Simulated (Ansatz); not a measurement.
Consider the ligand exchange at the Si–C bond: `C[SiH2][Si](F)(F)F` + HCl → `F[Si](F)(F)[SiH2]Cl` + CH₄.

Isolated molecules relaxed with PBE0-D4/def2-TZVP in Ansatz; ΔE leaves out vibrations. CCSD(T)/CBS adds triple-zeta CCSD(T) − MP2 to the extrapolated MP2 energy (def2 sets, frozen cores). This one scheme is used for every species. Functionals use def2-TZVPP. One conformer a species, not always the lowest.

CCSD(T)/CBS gives -89.8 kJ/mol.

Problem. Another level gave -87.6 kJ/mol. Which?
A. HF/def2-TZVPP
B. revPBE-D4/def2-TZVPP
C. BLYP/def2-TZVPP
D. BHLYP-D4/def2-TZVPP

Solution. B. revPBE-D4 -87.6, BLYP -92.0, HF/def2-TZVPP -101.1, BHLYP-D4 -96.0 kJ/mol.

Largest T1 diagnostic among the species: 0.012.

Leaving LDA and LC-ωPBE aside and taking each functional with its dispersion term where it has one, the values, not all of them listed here, spread over 9.2 kJ/mol, from BHLYP-D4 to PBE-D4. LDA lies +6.8 kJ/mol from PBE without D4. In def2-TZVPP, CCSD(T) changes the Hartree–Fock value by +14.9 kJ/mol (the triples alone add +0.8 kJ/mol) and MP2 by +10.1 kJ/mol. At CCSD(T), def2-SVP lies +7.3 kJ/mol from the extrapolated value and def2-TZVPP +3.5 kJ/mol.
